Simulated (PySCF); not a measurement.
Cd: excitation energy

Cd [Kr] 4d10 5s2 (1S) → Cd [Kr] 4d9 5s2 5p1 (high-spin determinant), as a difference of total energies. All numbers are calculated (PySCF 2.14, scalar relativity through the core potential, in def2-TZVPPD with the def2 core potential (28 electrons) (6s4p3d2f1g, 56 functions)). Correlated levels: valence: 4s2 4p6 frozen; valence and next inner shell: nothing frozen outside the core potential. The calculations carry no spin-orbit coupling.

```csv
method,excitation energy (cm⁻¹)
UHF,88027
LDA,97732
PBE,95825
PBE0,95146
r2SCAN,94986
TPSSh,94215
CAM-B3LYP,94478
TPSS,94362
r2SCAN0,94529
MP2 (valence),100980
SCS-MP2 (valence),99765
MP2 (valence and next inner shell),98801
SCS-MP2 (valence and next inner shell),97459
```

The upper state lies above the first ionisation limit, where it may autoionise and the basis confines it.

The determinant of the upper state mixes LS terms, which raises its energy above the lowest term, most at the Hartree-Fock and MP2 levels.
